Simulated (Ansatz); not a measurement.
Cost and result up the ladder for the cluster Hg2O (the lowest singlet isomer of a short search) (3 atoms). Total charge 0; singlet. Geometry: PBE-D4/def2-TZVP.

Cartesian coordinates in Å:
```
Hg 1.0155 -1.7683 0.2119
Hg -1.0145 1.7689 -0.2113
O -0.0010 -0.0007 -0.0006
```

Ansatz on 4 threads of Arm Neoverse V2 on a shared host. Times are rough, and most runs start from the orbitals of an earlier one. PBE0-D4/def2-TZVPD serves as the yardstick here, not as an exact answer. Differences are given only for rows in sets of like size (and for xTB, whose basis is part of the method), since another set adds its own error. Binding counts from free atoms at the same level (Hg singlet, O triplet; other spins of the atoms weren't run), without zero-point energy or a counterpoise term.

In the def2 sets Hg takes a core potential; there is no spin–orbit coupling. B3LYP takes the VWN-RPA correlation. HSE06 is defined as in plane-wave codes, on full-range PBE exchange. Correlated methods freeze 1 core orbital; core or outer-core shells of Hg are correlated, in sets that lack core-valence functions. The structure comes from a short search, and lower isomers may exist.

Correlated methods converge slowly with the basis.

| level | functions | wall time | binding energy per atom (eV) | difference from PBE0-D4/def2-TZVPD (eV) | remarks |
| --- | --- | --- | --- | --- | --- |
| PBE-D4/def2-SVP | 78 | 0.5 s | 0.53 | – | – |
| PBE0-D4/def2-SVP | 78 | 0.75 s | 0.25 | – | – |
| MP2/def2-TZVP | 117 | 0.75 s | 0.33 | 0.06 | restricted SCF unstable |
| PBE-D4/def2-TZVP (with forces) | 117 | 0.9 s | 0.55 | 0.27 | – |
| HSE06-D4/def2-TZVP | 117 | 1 s | 0.29 | 0.01 | – |
| B3LYP-D4/def2-TZVP | 117 | 1 s | 0.30 | 0.02 | – |
| PBE-D4/def2-TZVPD | 132 | 1.1 s | 0.54 | 0.27 | – |
| PBE0-D4/def2-TZVP | 117 | 1.2 s | 0.27 | 0.00 | – |
| PBE0-D4/def2-TZVPD | 132 | 1.2 s | 0.28 | 0.00 | – |
| r2SCAN-D4/def2-TZVP | 117 | 1.6 s | 0.42 | 0.14 | – |
| RPA@PBE/def2-TZVP | 117 | 1.6 s | 0.14 | -0.14 | – |
| r2SCAN-D4/def2-TZVPD | 132 | 1.8 s | 0.42 | 0.14 | – |
| CCSD(T)/def2-TZVPP | 149 | 9 s | 0.16 | -0.12 | restricted SCF unstable |
